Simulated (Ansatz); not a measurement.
The cluster PtAu₃⁻. Charge -1, multiplicity 5. Geometry PBE-D4/def2-SVPD; atoms count from 1.

```xyz
4

Pt    0.2825    0.4531    1.4836
Au   -1.0273    1.0645   -0.7716
Au   -0.8506   -1.5848    0.1280
Au    1.5954    0.0672   -0.8401
```

In the def2 sets Au, Pt take a core potential; there is no spin–orbit coupling. At PBE0-D4/def2-TZVPD a broken-symmetry singlet of charge -1 lies 1.46 eV below the quintet, each at its own geometry. The structure comes from a short search, and lower isomers may exist.

(1) Estimate the Mulliken populations from the PBE0/def2-TZVPD orbitals of Ansatz.

(2) Where does the spin sit?

(3) And the Mayer bond orders between heavy atoms (over 0.3)?

Results:

(1) 
```
atom  charge (e)  spin (α − β)  d electrons
 Pt1        0.04          1.83         8.79
 Au2       -0.36          0.80         9.75
 Au3       -0.34          0.69         9.80
 Au4       -0.34          0.69         9.80
```
Mulliken values depend strongly on the basis. With diffuse functions, as here, like atoms can get unlike values, and bond orders can come out too low or too high.

(2) Summed by element: Pt 1.83, Au 2.17, of 4 unpaired in all. Largest on single atoms: Pt1 1.83, Au2 0.80, Au3 0.69.

(3) Pt1–Au2 0.50 (2.68 Å); Pt1–Au3 0.56 (2.70 Å); Pt1–Au4 0.56 (2.70 Å); Au2–Au3 0.54 (2.80 Å); Au2–Au4 0.54 (2.81 Å).
